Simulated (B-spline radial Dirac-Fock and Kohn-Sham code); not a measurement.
# F 2p3/2: cross section and angular parameters

System: the F atom in the configuration 1s2 2s2 2p5; threshold 15.92 eV (orbital energy of the model). These are calculated numbers from a radial B-spline solver; the model is Dirac-Hartree-Slater photoionisation with a Latter tail; cross sections with all multipoles, angular parameters from the dipole term and its interference with E2.

For linearly polarised light dσ/dΩ = σ/(4π) [1 + β P₂(cos θ) + (δ + γ cos²θ) sin θ cos φ], with θ from the polarisation vector and φ the angle between the beam and the projection of the electron momentum on the plane normal to the polarisation.

```
hν (eV)    σ (kb)      β      γ      δ
     60      3590  1.369  0.036  0.008
   77.7      2350  1.445  0.052  0.009
   88.3      1830  1.470  0.063  0.009
    103      1310  1.489  0.078  0.010
    107      1200  1.492  0.082  0.010
    123       857  1.498  0.100  0.011
    132       720  1.497  0.109  0.011
    214       202  1.427  0.184  0.015
    349      48.6  1.267  0.266  0.023
    600      9.02  1.025  0.358  0.040
    650      6.96  0.986  0.372  0.043
    800      3.51  0.885  0.406  0.053
 1253.6     0.757  0.675  0.465  0.082
   2010     0.142  0.492  0.533  0.122
   2560    0.0587  0.412  0.580  0.148
   2720    0.0468  0.392  0.593  0.155
 2984.4    0.0331  0.363  0.611  0.166
   3290    0.0229  0.334  0.629  0.178
   3610    0.0161  0.307  0.646  0.190
   3820    0.0129  0.291  0.657  0.198
   4000    0.0108  0.278  0.666  0.205
   5280   0.00368  0.209  0.718  0.247
   5710   0.00270  0.191  0.734  0.259
   6080   0.00211  0.177  0.747  0.270
   7820  0.000777  0.125  0.801  0.315
 9251.7  0.000396  0.094  0.838  0.349
  12500         ?      ?      ?      ?
  13700  8.07e-05  0.031  0.925  0.440
  15000  5.58e-05  0.019  0.947  0.463
```

Question: Give the values at 12500 eV.

Answer: σ = 0.000117 kb, β = 0.044, γ = 0.904, δ = 0.417.
